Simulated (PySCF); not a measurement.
Vertical excitations of a molecule C6H8 from TDDFT-PBE0/def2-SVPD (PySCF), as energy in eV (oscillator strength): 4.75 (0.116), 5.92 (0.005), 6.52 (0.003), 6.61 (0.006), 6.67 (0.009), 6.89 (0.011), 7.02 (0.000), 7.08 (0.052), 7.37 (0.029), 7.59 (0.011). Lowest triplet (TDA): 2.82 eV. Geometry optimised at ωB97X-D3(BJ)/def2-SVP. The values are those of a single conformer.

Q: Which structure fits?
(A) C1=CCCC=C1
(B) C1=CCC=CC1
(C) C#CC=C(C)C
(D) C#CCC(=C)C

A: A, C1=CCCC=C1
